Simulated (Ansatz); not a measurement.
C2H3FSi, SMILES `C=C[Si]F` (lower singlet; C–C–Si–F torsion 180°) (charge 0, multiplicity 1). This singlet lies 1.77 eV below the relaxed triplet at the level B3LYP/cc-pVTZ // PBE0-D3(BJ)/def2-TZVP (Ansatz, a first-principles code).

Z-matrix (Å, degrees):
```
C
C 1 1.3370
H 2 1.0870 1 123.66
H 1 1.0886 2 119.63 3 -0.08
H 2 1.0901 3 115.60 1 180.00
Si 1 1.8707 4 125.54 2 179.88
F 6 1.6192 1 100.37 4 -0.06
```
Charge 0, multiplicity 1.

The restricted HF start is unstable towards unrestricted orbitals.

Task: Give the natural occupations of the active orbitals, the CASSCF energy and the corrected energy for frozen-core fic-MRCISD+Q@CASSCF(2e,2o)/cc-pVTZ // PBE0-D3(BJ)/def2-TZVP run with Ansatz.

Result: 
```json
{
  "natural_occupations": "1.92, 0.08",
  "CASSCF energy": "-465.9561 Ha",
  "corrected_energy": "-466.6267 Ha",
  "weight_of_the_reference": "0.872"
}
```
